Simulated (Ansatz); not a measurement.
Mulliken charges of ClFGe2H4, SMILES `[F][GeH]([Cl])[GeH3]` from ωB97M-V/def2-TZVPP in Ansatz (PBE0-D4/def2-TZVP geometry).

```
atom   x (Å)   y (Å)   z (Å)  charge (e)
  F1  -1.526  -0.484  -1.711      -0.371
 Ge2  -0.444   0.588  -0.872       0.553
 Cl3   1.176   0.947  -2.237      -0.273
 Ge4   0.395  -0.581   1.079      -0.064
  H5  -1.210   1.911  -0.720       0.023
  H6  -0.777  -0.906   2.014       0.040
  H7   1.080  -1.864   0.601       0.050
  H8   1.400   0.333   1.790       0.042
```

Question: By hand: the dipole of these point charges (1 e Å = 4.8032 D).

Answer: Σ q r = (0.028, 0.212, 0.863) e Å, of length 0.889 e Å = 4.27 D.

Question: How does the dipole of the full density compare? (Best estimate.)

Answer: The calculation gave: (0.052, 0.094, 0.581) e Å, 2.84 D; the point charges give 1.50 times that, at 6° from its direction.

Point charges leave out the atoms' own dipoles, such as those of lone pairs, and Mulliken's split depends on the basis, so the two needn't agree.
